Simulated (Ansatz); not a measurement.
`C[SiH](O)F` → F• + `C[SiH]O`•  (homolysis of the F–Si bond)

Gas-phase electronic energies from Ansatz, PBE0-D4/def2-TZVP geometries. CCSD(T)/CBS is the MP2 limit (def2-TZVPP, def2-QZVPP) plus CCSD(T) − MP2 in def2-TZVPP, frozen cores. This one scheme is used for every species, atoms too. Functionals use def2-TZVPP. B3LYP here is the variant with VWN-RPA as its local correlation; programs differ in this. HSE06 is defined as in plane-wave codes. Open shells (•) are unrestricted, without spin–orbit coupling. Spin–orbit coupling would lower the free atoms: a little for F. One conformer a species, not always the lowest.

```csv
level,ΔE (kJ/mol),difference from CCSD(T)/CBS
LDA (SPW92),758.4,68.9
PBE-D4,668.5,-21.0
revPBE-D4,644.5,-45.0
BLYP-D4,663.5,-26.0
r2SCAN-D4,663.4,-26.1
B97M-V,673.4,-16.1
PBE0-D4,655.0,-34.5
B3LYP-D4,663.0,-26.5
r2SCANh-D4,657.5,-32.0
r2SCAN0-D4,648.8,-40.7
HSE06-D4,655.2,-34.3
BHLYP-D4,645.2,-44.3
CAM-B3LYP-D4,677.6,-11.9
ωB97X-V,677.5,-12.0
ωB97M-V,684.2,-5.3
B2PLYP,671.3,-18.2
PBE-QIDH,667.2,-22.3
PBE,666.2,-23.3
revPBE,637.9,-51.6
r2SCAN,662.8,-26.7
B3LYP,659.5,-30.0
r2SCANh,656.9,-32.6
r2SCAN0,648.1,-41.4
HSE06,653.5,-36.0
BHLYP,642.8,-46.7
CAM-B3LYP,675.8,-13.7
LC-ωPBE,669.1,-20.4
RPA@PBE/def2-TZVPP,623.2,-66.3
HF/def2-SVP,504.4,-185.1
CCSD(T)/def2-SVP,629.8,-59.7
HF/def2-TZVPP,522.7,-166.8
MP2/def2-TZVPP,701.5,12.0
SCS-MP2/def2-TZVPP,687.1,-2.4
CCSD/def2-TZVPP,661.2,-28.3
CCSD(T)/def2-TZVPP,669.7,-19.8
HF/def2-QZVPP,524.8,-164.7
MP2/def2-QZVPP,713.6,24.1
SCS-MP2/def2-QZVPP,699.9,10.4
HF/CBS(def2),525.1,-164.4
MP2/CBS(def2),721.3,31.8
CCSD(T)/CBS,689.5,0
```

Largest T1 diagnostic among the species: 0.013.

In def2-TZVPP, CCSD(T) changes the Hartree–Fock value by +147.0 kJ/mol (the triples alone add +8.5 kJ/mol) and MP2 by +178.8 kJ/mol; breaking electron pairs costs correlation energy, which Hartree–Fock lacks. From r2SCAN to r2SCAN0 (25 % exact exchange), in def2-TZVPP and without D4, ΔE moves by −14.7 kJ/mol: exact exchange takes away binding that semilocal exchange gives to molecules.

CCSD(T)/CBS has its own doubt, a few kJ/mol and more with outer-core shells, so smaller differences from it don't rank the levels.
